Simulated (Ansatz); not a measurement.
Calculated with Ansatz (gas phase, PBE0-D4/def2-TZVP geometries, no zero-point term in ΔE). CBS: MP2 limit from def2 TZ/QZ plus the TZ coupled-cluster correction, frozen cores. This one scheme is used for every species. Functionals use def2-TZVPP. For Se outer-core shells are correlated without core-valence functions, which leaves a few kJ/mol of doubt a bond. Scalar relativity is left out up to krypton. Each species was taken in one conformer, which may not be the lowest.

Consider the ligand exchange at a B–N bond: `[SiH3]BN[SiH3]` + `C[SeH]` → `C[Se]B[SiH3]` + `N[SiH3]`.

```json
{"level": "ωB97M-V", "ΔE (kcal/mol)": "8.0"}
{"level": "B2PLYP", "ΔE (kcal/mol)": "6.7"}
{"level": "HF/def2-TZVPP", "ΔE (kcal/mol)": "9.3"}
{"level": "SCS-MP2/def2-QZVPP", "ΔE (kcal/mol)": "6.3"}
```

(1) What does CCSD(T)/CBS give? (An estimate is asked.)

Largest T1 diagnostic among the species: 0.014.

## Answers

(1) Computed: +5.7 kcal/mol. The listed levels differ from it by 2.3, 1.0, 3.6, 0.6 kcal/mol.

In def2-TZVPP, CCSD(T) changes the Hartree–Fock value by −2.9 kcal/mol (the triples alone add −0.7 kcal/mol) and MP2 by −4.0 kcal/mol.
